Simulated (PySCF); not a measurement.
`[C-]#[N+][SiH2][SiH2]O`, CH$_{5}$NOSi$_{2}$

Cartesian coordinates in Å; atom numbers follow the order of the lines, from 1:
```xyz
10

C     2.5800   -2.4354   -0.7665
N     2.0827   -1.5107   -0.2299
Si    1.2548   -0.1374    0.4992
Si   -0.7085    0.1526   -0.7406
O    -1.4725    1.4541   -0.0285
H     1.0017   -0.4824    1.9260
H     2.1788    1.0282    0.4170
H    -0.3625    0.4061   -2.1746
H    -1.5289   -1.0978   -0.6775
H    -2.3080    1.7434   -0.4074
```

Computed, not measured: TDDFT wB97X-D/aug-cc-pVDZ excited states, vertical, gas phase in PySCF 2.14.0. Geometry: PBE0-D3(BJ)/def2-SVP.

**Question.** How strongly do the lowest singlets absorb one photon, and two photons of half the energy?

**Answer.** δ for parallel linear polarisation; σ at the peak of a Lorentzian of half width 0.1 eV, single beam; Ω is circular over linear.
| state | E (eV) | f | photon λ (nm) | δ (au) | σ (GM) | Ω | main |
| --- | --- | --- | --- | --- | --- | --- | --- |
| S1 | 6.45 | 0.026 | 385 | 1.61 | 0.03 | 1.42 | HOMO→LUMO 0.74, HOMO→LUMO+2 0.08 |
| S2 | 6.82 | 0.000 | 364 | 0.36 | 0.01 | 1.50 | HOMO−2→LUMO 0.84 |
| S3 | 7.17 | 0.032 | 346 | 2.64 | 0.05 | 1.50 | HOMO→LUMO+3 0.72 |
| S4 | 7.50 | 0.045 | 331 | 1.01 | 0.02 | 1.50 | HOMO−1→LUMO+3 0.73, HOMO−1→LUMO+10 0.09 |
| S5 | 7.51 | 0.018 | 330 | 1.2 | 0.03 | 0.32 | HOMO−1→LUMO+4 0.35, HOMO−1→LUMO+5 0.33 |

Among these, the strongest one-photon state is S4, the strongest two-photon state S3, with a dipole change of 3.2 D (relaxed, norm of the difference vector).
